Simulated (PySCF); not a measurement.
# HPdN: one-bond stretch

All numbers come from UPBE0 in PySCF with Pd def2-TZVP with ECP28, N def2-TZVP, H def2-TZVP; scalar-relativistic core potentials, no spin–orbit coupling; density-fitted integrals.

Rigid scan from the triplet minimum (Pd–H 1.543 Å, Pd–N 1.784 Å; H–Pd–N 92.0°). Coordinate: the bond from Pd to the last atom (H) scaled, the rest fixed. Energies in kJ/mol from the minimum.

Q: Predict the curve at 0.92, 0.96, 1.00, 1.05, 1.12, 1.20, 1.35, 1.55, 1.80, 2.20.

A: 
```csv
scale of one bond,E (kJ/mol),dipole size (D),⟨S²⟩
0.92,14.0,3.00,2.03
0.96,3.2,2.98,2.04
1.00,0.0,2.97,2.04
1.05,3.9,2.96,2.04
1.12,19.3,2.95,2.05
1.20,45.1,2.95,2.06
1.35,101.0,2.96,2.16
1.55,163.2,–,2.52
1.80,203.8,–,2.84
2.20,223.4,–,2.99
```

Spin contamination is strong at 1.55, 1.80, 2.20, so these points are less reliable.

Other spin states or occupations of the open shell can lie lower.

Other isomers or separated fragments may lie lower.
